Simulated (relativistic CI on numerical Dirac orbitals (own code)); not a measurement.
## Cd³⁺: 4p photoemission

Computed with this model: Dirac-Coulomb-Breit CI, KLI orbitals optimised for each configuration, QED by a radiative potential, valence Slater integrals scaled by 0.7, multiplet model of photoemission in the sudden approximation; configurations [Kr] 4d9 → [Ar] 3d10 4s2 4p5 4d9; 300 K; Lorentzian 0.84 eV and Gaussian 0.6 eV FWHM. Energies are those of the free ion, without screening or charge transfer. The energies are binding energies and can lie tens of eV above those of solids. S is read from ⟨S²⟩ = S(S + 1).

Field parameters in Wybourne normalisation: D3d B²₀ = −7Dσ, B⁴₀ = −14Dq − 21Dτ, B⁴₃ = −14√(10/7) Dq. The field is a parameter set, without covalency.

free ion: ground-state S = 0.50, centroid 116.89 eV. Peaks (eV, height): 112.1 (100), 115.9 (35), 117.1 (76), 121.1 (52), 124.0 (59).

D3d, 10Dq = 20700, Dσ = -1200, Dτ = -230 cm⁻¹: ground-state S = 0.50, centroid 116.90 eV. Peaks (eV, height): 113.0 (100), 115.4 (33), 117.7 (42), 120.0 (39), 124.0 (38).

Strongest unbroadened transitions for D3d, 10Dq = 20700, Dσ = -1200, Dτ = -230 cm⁻¹:

```
Energy (eV)  Relative strength
     112.55               31.9
     112.69               57.5
     112.76               50.8
     112.87               71.1
     113.14               53.9
     113.29               33.7
     113.48               41.8
     113.59               46.3
     114.18               27.9
     115.46               33.0
     116.79               24.2
     117.82               26.7
     117.88               27.6
     118.57               26.3
     119.94               34.6
     120.29               55.0
     123.96               34.9
     123.99              100.0
```
